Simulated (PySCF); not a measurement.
## Radial density of Tl (thallium, neutral)

UHF, [Xe] 4f14 5d10 6s1 6p1 6d1, one real determinant (an excited configuration). Computed with PySCF 2.14 in x2c-TZVPPall with one added diffuse shell each of s, p, d, f type (12s8p7d4f, 99 functions), with the spin-free X2C one-electron Hamiltonian (Gaussian nucleus).

```tsv
r (bohr)	4πr²ρ (e/bohr)	4πr²(ρα − ρβ)
0.0130	112.4	0.0041
0.0218	99.46	0.0039
0.0366	135.3	0.0153
0.0616	143.6	-0.0028
0.104	124.0	0.0027
0.174	124.6	0.0090
0.293	84.91	0.0392
0.493	65.83	0.0098
0.830	24.83	0.0393
1.40	11.39	0.1682
2.35	2.123	0.9309
3.95	0.3996	0.3820
6.64	0.1796	0.1795
11.2	0.04986	0.0499
```

Densities and radii are taken from the X2C orbitals without a picture-change correction, which distorts them close to the nucleus.

⟨L²⟩ = 8.03 against 12 for a pure F term, so this real determinant mixes terms. Spin-orbit coupling, absent here, splits the open shell strongly. The outer electron is Rydberg-like, and this basis confines it to a smaller radius and binds it less than a complete one would.

Question: Where is the radial spin density 4πr²(ρα − ρβ) most negative, and why is it negative at all?

Answer: Around r = 0.0616 bohr, down to -0.0028 e/bohr: exchange with the open shell polarises the paired shells in an unrestricted calculation.
